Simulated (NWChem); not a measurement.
# Correlation energy of H₄AlClS

```
Al
H 1 1.5826
H 1 1.5826 2 123.59
Cl 1 2.1494 2 116.01 3 155.49
S 1 2.6193 2 96.34 3 -101.92
H 5 1.3546 1 96.67 2 -164.80
H 5 1.3546 6 92.79 1 -97.02
```
Charge 0, spin multiplicity 1.

The numbers come from NWChem runs, not from measurements. Structure: optimised with B3LYP/def2-SVP, a minimum by its harmonic frequencies.

Basis set: def2-SVP. Each correlation energy counts from its own Hartree-Fock reference.

The correlated methods keep 15 core orbitals frozen. The structure started from a generated list of species. No row is a measurement; the coupled-cluster row has its own basis-set and correlation limits.

Task: For the correlation energy, MP2 gives -347.4 mHa and SCS-MP2 gives -351.6 mHa. What do CCSD, CCSD+T(CCSD), CCSD(T) give?

Result: CCSD: -396.4 mHa; CCSD+T(CCSD): -404.5 mHa; CCSD(T): -404.4 mHa.
